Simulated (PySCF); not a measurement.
# Relaxation of singlet [MnO3]+

Level of theory: PBE0/[Mn def2-TZVP, O def2-TZVP], no relativity, density fitting, PySCF. A (50,194) grid was used.

A hand-made T-shaped start, of C2v symmetry, held to at least that symmetry:

Coordinates in bohr (charge 1 multiplicity 1):
```
Mn    0.0000    0.0000   -0.4988
O     0.0000    0.0000    2.5013
O     2.9982    0.0000   -0.3941
O    -2.9982    0.0000   -0.3941
```

Q: What forces act on the atoms at the start (eV/Å)?

A: 
```csv
atom,Fx,Fy,Fz
Mn1,0.00,0.00,4.28
O2,0.00,0.00,0.80
O3,-0.29,0.00,-2.54
O4,0.29,0.00,-2.54
```

Q: What does it relax to?

A: It ends at D3h with Mn–O 1.527 Å (×3); O–Mn–O 120.0° (×3) (after a last refinement on a finer grid). A frequency run shows 1 imaginary mode, down to 247i cm⁻¹, so it is a saddle point. Other isomers or separated fragments may lie lower.

Q: How much energy is released, and in how many steps?

A: 351.3 kJ/mol in 8 steps.

Stability towards spin polarisation was not tested.

The relaxation took roughly 2.1 core-minutes on a shared host.
